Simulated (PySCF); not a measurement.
GeH3, SMILES [GeH3-], charge -1.

Geometry optimised at r2SCAN-D4/def2-TZVPD.

Computed with r2SCAN-D4/def2-TZVPD run with PySCF.

Frequencies are harmonic and unscaled.

Modes within 1.5 cm⁻¹ of each other (mostly degenerate sets) share a row, with their intensities summed.

```tsv
mode	ν (cm⁻¹)	IR (km/mol)	Raman (Å⁴/amu)	depolarisation	moving atoms (share of kinetic energy)
1	835	137.4	34.5	0.07	H 97 %
2–3	894	90.3	12.3	0.75	H 99 %
4–6	1772	1897.8	711.4	0.07	H 99 %
```
